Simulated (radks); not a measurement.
Results of a calculation; reference values are marked as such.
Spherical quantum dot in the effective-mass picture: electrons in a well V = -V0 / (1 + exp((r - R)/a)) with V0 = 5.27, R = 6.18, a = 0.37, with a point charge +1 (a donor) at the centre, all in effective atomic units (hartree* = m*/eps^2 hartree, bohr* = eps/m* bohr), one dielectric constant everywhere. Level of theory: non-relativistic Kohn-Sham, LDA (Slater exchange, Perdew-Wang correlation), spin-polarised, spherical densities (a radial shooting solver with Libxc functionals). Levels are named by radial order and angular momentum (1s, 1p, 1d, 2s, ...), and open shells are averaged over m. Each electron was tried in the lowest free levels, single moves between levels near the top were tried too, and the lowest total energy was kept; such a search can miss a lower state. The series stops at N = 23: beyond it a trial failed or the search could not be trusted, so later rows were left out. At N = 1 the Hartree and exchange-correlation terms need not cancel, so that row can carry a self-interaction error.

N                         open shells  2S  E (hartree*)  mu = E(N) - E(N-1) (hartree*)  addition energy mu(N+1) - mu(N) (hartree*)  e(HOMO) (hartree*)  rms radius (bohr*)
1                    1s(up 1, down 0)   1      -5.74629                        -5.7463                                      0.4859             -5.5316               1.757
2                                none   0      -11.0066                        -5.2604                                      0.5071             -5.1138               2.281
3                    1p(up 1, down 0)   1      -15.7599                        -4.7532                                      0.2059             -4.6523               2.902
4                    1p(up 2, down 0)   2      -20.3072                        -4.5473                                      0.2117             -4.4417               3.210
5                    1p(up 3, down 0)   3      -24.6428                        -4.3356                                      0.2628             -4.2295               3.410
6                    1p(up 3, down 1)   2      -28.7157                        -4.0729                                      0.1994             -3.9740               3.563
7                    1p(up 3, down 2)   1      -32.5891                        -3.8735                                      0.2026             -3.7724               3.680
8                                none   0      -36.2600                        -3.6709                                      0.3165             -3.5693               3.777
9                    2s(up 1, down 0)   1      -39.6144                        -3.3544                                      0.2368             -3.2325               3.841
10  1d(up 1, down 0) 2s(up 1, down 0)   2      -42.7319                        -3.1175                                      0.1955             -3.0198               3.924
11  1d(up 2, down 0) 2s(up 1, down 0)   3      -45.6540                        -2.9221                                      0.1955             -2.8220               3.994
12  1d(up 3, down 0) 2s(up 1, down 0)   4      -48.3805                        -2.7265                                      0.1953             -2.6171               4.056
13  1d(up 4, down 0) 2s(up 1, down 0)   5      -50.9118                        -2.5313                                      0.1949             -2.4127               4.110
14  1d(up 5, down 0) 2s(up 1, down 0)   6      -53.2482                        -2.3364                                      0.2412             -2.2088               4.159
15  1d(up 5, down 1) 2s(up 1, down 0)   5      -55.3433                        -2.0952                                      0.1895             -2.0005               4.205
16  1d(up 5, down 2) 2s(up 1, down 0)   4      -57.2489                        -1.9056                                      0.1899             -1.8011               4.246
17  1d(up 5, down 3) 2s(up 1, down 0)   3      -58.9647                        -1.7157                                      0.1898             -1.5981               4.284
18                               none   0      -60.4906                        -1.5259                                      0.1900             -1.4404               4.347
19                   2s(up 1, down 0)   1      -61.8265                        -1.3359                                      0.3497             -1.1942               4.352
20  2s(up 1, down 0) 1f(up 1, down 0)   2      -62.8126                       -0.98615                                      0.1863            -0.89299               4.386
21  2s(up 1, down 0) 1f(up 2, down 0)   3      -63.6125                       -0.79988                                      0.1861            -0.70680               4.418
22  2s(up 1, down 0) 1f(up 3, down 0)   4      -64.2263                       -0.61378                                      0.1859            -0.52081               4.448
23  2s(up 1, down 0) 1f(up 4, down 0)   5      -64.6542                       -0.42792                                           -            -0.33508               4.477

All shells are closed at N = 2, 8, 18 (there: 1s2 1p6 1d10); the second difference of the energy has clear peaks (12 % above both neighbours; the first and last values, which can be the largest, are not judged, and half-filled shells can peak too) at N = 5, 8, 14, 19.
